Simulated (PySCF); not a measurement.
Dipole response of V⁺ (vanadium, charge +1)

[Ar] 3d4, high-spin 5D determinant. All numbers are calculated (PySCF 2.14, no relativity, point nucleus, in def2-TZVPPD). Coupled (time-dependent) response in atomic units; α is the mean over directions.

```csv
method,mean α (bohr³),"α xx, yy, zz",C₆ (like pair),S(−4)
UHF,9.769,"8.633, 8.633, 12.04",31.52,152.4
PBE,15.14,"13.81, 13.81, 17.79",45.99,550.8
PBE0,13.56,"10.24, 10.24, 20.19",42.70,369.8
r2SCAN0,13.79,"15.13, 15.13, 11.11",44.55,355.3
```

S(−4) is the Cauchy moment in α(ω) = α(0) + S(−4) ω² + …

α(iu) at PBE:

```csv
u (hartree),α(iu) (bohr³)
0,15.14
0.0500,13.91
0.100,11.43
0.200,7.595
0.300,5.728
0.500,4.166
0.750,3.281
1.00,2.699
1.50,1.891
2.00,1.368
3.00,0.7890
5.00,0.3512
```

A single London oscillator, α(iu) = α/(1 + u²/ω²), gives C₆ = (3/4) ω α². Matching the computed C₆ needs ω = 4 × 45.99 / (3 × 15.14²) = 0.268 hartree.

For an ion, C₆ is the dispersion term alone; charge-induced terms of lower order in 1/R come first.

The components differ because the open shell of this determinant is not spherical; for a pure term their mean is the scalar polarisability.
